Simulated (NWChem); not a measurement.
Program: NWChem. System: GeS, charge 0, spin multiplicity 3, at the geometry of a parent with another charge or spin, in a state set for the comparison that need not be this species' ground state. Its SCF solution wasn't tested for a lower state. Level: UMP2/def2-TZVP, 14 core orbitals frozen.

Input file:

```
start mol
memory heap 200 mb stack 900 mb global 1100 mb
geometry units angstroms nocenter noautoz
  Ge     0.000000     0.000000     0.672680
  S      0.000000     0.000000    -1.345359
  symmetry group C2v
end
basis spherical
  * library def2-tzvp
end
scf
  uhf
  nopen 2
  maxiter 100
  thresh 1e-7
  semidirect memsize 60000000 filesize 0
  # guess.movecs holds the orbitals of an unrestricted PBE0 run
  vectors input guess.movecs output mol.movecs
end
mp2
  freeze core 14
end
task mp2 energy
```

Part of the output:

```
             Northwest Computational Chemistry Package (NWChem) 7.3.0
             --------------------------------------------------------

                                NWChem Input Module
                                -------------------

 Scaling coordinates for geometry "geometry" by  1.889725989
 (inverse scale =  0.529177249)

 Turning off AUTOSYM since
 SYMMETRY directive was detected!

                             Geometry "geometry" -> ""
                             -------------------------

 Output coordinates in angstroms (scale by  1.889725989 to convert to a.u.)

  No.       Tag          Charge          X              Y              Z
 ---- ---------------- ---------- -------------- -------------- --------------
    1 Ge                  32.0000     0.00000000     0.00000000     0.67268000
    2 S                   16.0000     0.00000000     0.00000000    -1.34535900

 Effective nuclear repulsion energy (a.u.)     134.2584318181

            Nuclear Dipole moment (a.u.)
            ----------------------------
        X                 Y               Z
 ---------------- ---------------- ----------------
     0.0000000000     0.0000000000     0.0000302356

      Symmetry information
      --------------------

 Group name             C2v
 Group number             16
 Group order               4
 No. of unique centers     2

      Symmetry unique atoms

     1    2


 Summary of "ao basis" -> "" (spherical)
 ------------------------------------------------------------------------------
       Tag                 Description            Shells   Functions and Types
 ---------------- ------------------------------  ------  ---------------------
 *                         def2-tzvp                  on all atoms

 Summary of "ao basis" -> "ao basis" (spherical)
 ------------------------------------------------------------------------------
       Tag                 Description            Shells   Functions and Types
 ---------------- ------------------------------  ------  ---------------------
 Ge                        def2-tzvp                16       48   6s5p4d1f
 S                         def2-tzvp                13       37   5s5p2d1f

                                 NWChem SCF Module
                                 -----------------

  ao basis        = "ao basis"
  functions       =    85
  atoms           =     2
  alpha electrons =    25
  beta  electrons =    23
  charge          =   0.00
  wavefunction    = UHF
  use symmetry    = T
  symmetry adapt  = T

 Summary of "ao basis" -> "ao basis" (spherical)
 ------------------------------------------------------------------------------
       Tag                 Description            Shells   Functions and Types
 ---------------- ------------------------------  ------  ---------------------
 Ge                        def2-tzvp                16       48   6s5p4d1f
 S                         def2-tzvp                13       37   5s5p2d1f

      Symmetry analysis of basis
      --------------------------

        a1         37
        a2          8
        b1         20
        b2         20

 Forming initial guess at       0.5s

   Symmetry analysis of molecular orbitals - initial alpha
   -------------------------------------------------------

  Numbering of irreducible representations:

     1 a1          2 a2          3 b1          4 b2

  Orbital symmetries:

     1 a1          2 a1          3 a1          4 b1          5 a1
     6 b2          7 a1          8 a1          9 a1         10 b1
[...]
    Atom       Charge   Shell Charges
 -----------   ------   -------------------------------------------------------
    1 Ge  32    16.56   1.00  1.00  0.59  0.39  0.51  0.41  2.99  2.22  0.78  0.86  0.72  4.45  0.55  0.02  0.06  0.01
    2 S   16     8.44   1.00  0.24  0.74  0.54  0.41  2.10  0.84  0.49  1.33  0.70  0.01  0.03  0.00

   Mulliken analysis of the beta density
   -------------------------------------

    Atom       Charge   Shell Charges
 -----------   ------   -------------------------------------------------------
    1 Ge  32    15.10   1.00  1.00  0.58  0.40  0.45  0.26  2.99  2.19  0.80  0.18  0.15  4.47  0.54  0.01  0.06  0.01
    2 S   16     7.90   1.00  0.24  0.74  0.54  0.40  2.08  0.85  0.37  0.98  0.65  0.01  0.02  0.00

   Mulliken analysis of the spin density
   -------------------------------------

    Atom       Charge   Shell Charges
 -----------   ------   -------------------------------------------------------
    1 Ge  32     1.47   0.00  0.00  0.00 -0.01  0.06  0.15  0.00  0.03 -0.02  0.68  0.56 -0.02  0.01  0.02  0.01  0.00
    2 S   16     0.53   0.00  0.00 -0.00 -0.00  0.01  0.02 -0.02  0.11  0.34  0.05  0.00  0.00  0.00

       Multipole analysis of the density wrt the origin
       ------------------------------------------------

     L   x y z        total         alpha         beta         nuclear
     -   - - -        -----         -----         ----         -------
     0   0 0 0     -0.000000    -25.000000    -23.000000     48.000000

     1   1 0 0      0.000000      0.000000      0.000000      0.000000
     1   0 1 0      0.000000     -0.000000      0.000000      0.000000
     1   0 0 1      1.027261     -0.345917      1.373147      0.000030

     2   2 0 0    -21.739960    -12.180056     -9.559903      0.000000
     2   1 1 0     -0.000000     -0.000000     -0.000000      0.000000
     2   1 0 1     -0.000000      0.000000     -0.000000      0.000000
     2   0 2 0    -24.986189    -15.682165     -9.304024      0.000000
     2   0 1 1      0.000000      0.000000     -0.000000      0.000000
     2   0 0 2    -21.684399    -96.365026    -80.445698    155.126325

                   NWChem MP2 Semi-direct Energy/Gradient Module
                   ---------------------------------------------

  Basis functions       =     85
  Molecular orbitals    =     85
  Frozen core           =     14
  Frozen virtuals       =      0
  Active alpha occupied =     11
  Active beta occupied  =      9
  Active alpha virtual  =     60
  Active beta virtual   =     62
  Use MO symmetry       = T
  Use skeleton AO sym   = T

  AO/Fock/Back tols     =   1.0D-09  1.0D-09  1.0D-09

 GA uses MA = F    GA memory limited = T

 Available:
  local mem=  1.26D+08
 global mem=  1.44D+08
 local disk=  0.00D+00
  mp2_memr nvloc                    60
  nvloc new                    60
   1 passes of  11:        4194304                      47725                   8066150.
   1 passes of  11: M    126144140           G      144164750           F     121949836.

 Semi-direct pass number   1 of   1  for UHF alpha       at        3.0s
  vrange nnbf                  3589
  mp2_eaftype                    30  avail_ma_in_mb                  1099
 EAF : mp2_eaftype filesize          30    4033075.
  mp2_eaf for mointskh                     30
Node 0 wrote     18.9 Mb in      0.0 s     Agg I/O rate:  1802.5 Mb/s
 Done moints_semi at        7.2s
  mp2_eaftype                    30  avail_ma_in_mb                  1069
 EAF : mp2_eaftype filesize          30    4033075.
  mp2_eaf for kh                    30
 Done maket at        7.3s
 Done multipass loop at        7.3s

 GA uses MA = F    GA memory limited = T

 Available:
  local mem=  1.26D+08
 global mem=  1.44D+08
 local disk=  0.00D+00
  mp2_memr nvloc                    62
  nvloc new                    62
   1 passes of   9:        4194304                      42627                   6821485.
   1 passes of   9: M    126144140           G      144164750           F     121949836.

 Semi-direct pass number   1 of   1  for UHF beta        at        7.3s
  vrange nnbf                  3589
  mp2_eaftype                    26  avail_ma_in_mb                  1099
 EAF : mp2_eaftype filesize          26    3410742.
  mp2_eaf for mointskh                     26
Node 0 wrote     16.0 Mb in      0.0 s     Agg I/O rate:  2037.5 Mb/s
 Done moints_semi at       11.1s
  mp2_eaftype                    26  avail_ma_in_mb                  1073
 EAF : mp2_eaftype filesize          26    3410742.
  mp2_eaf for kh                    26
 Done maket at       11.2s
 Done multipass loop at       11.2s

          -------------------------------------------
          SCF energy               -2472.843387002565
          Correlation energy          -0.362072991388
          Singlet pairs                0.000000000000
          Triplet pairs                0.000000000000
          Total MP2 energy         -2473.205459993952
          -------------------------------------------

          ---------------------------------------------------
                    Spin Component Scaled (SCS) MP2
          Same spin pairs                     -0.107875829225
          Same spin scaling factor             0.333333333333
          Opposite spin pairs                 -0.254197162162
          Opposite spin scaling fact.          1.200000000000
          SCS-MP2 correlation energy          -0.340995204337
          Total SCS-MP2 energy             -2473.184382206901
          ---------------------------------------------------

 -----------------------
 Performance information
 -----------------------

 Timer overhead =  2.02D-07 seconds/call

               Nr. of calls         CPU time (s)                 Wall time (s)                GFlops
             ---------------    -------------------     ------------------------------   -------------------
Name         Min   Avg   Max    Min     Avg     Max     Min     Avg     Max   Mx/calls   Min     Max     Sum
mp2: moin     2     2     2    8.0     8.0     8.0      8.0     8.0     8.0     4.0      0.0     0.0     0.0
mp2: make     2     2     2   0.21    0.21    0.21     0.21    0.21    0.21    0.10      0.0     0.0     0.0
mp2: tota     1     1     1    8.3     8.3     8.3      8.3     8.3     8.3     8.3      0.0     0.0     0.0

 The average no. of pstat calls per process was 5.00D+00
 with a timing overhead of 1.01D-06s

 Task  times  cpu:       10.8s     wall:       10.8s

 Total times  cpu:       11.2s     wall:       11.2s
```
